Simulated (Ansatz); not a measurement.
Ga(F)2(NHMe) (CH4F2GaN), SMILES [F][Ga]([F])[NH]C.

Geometry: PBE-D3(BJ)/def2-SVP. The structure was generated by enumeration; whether it is a known compound was not checked. Other conformers were not sampled.

Two levels are set side by side: PBE/def2-SVPD (Ansatz, a program for electronic structure) and CAM-B3LYP/def2-SVPD (Ansatz). Energy differences of separate SCF runs at the same geometry; the states with an electron removed or added have multiplicity 2 and 2. Differences are taken from unrounded values.

| quantity | CAM-B3LYP | PBE | PBE minus CAM-B3LYP |
|---|---|---|---|
| vertical ionisation energy (eV) | 9.90 | 9.66 | -0.24 |
| vertical singlet–triplet gap (eV) | 4.56 | 4.26 | -0.30 |
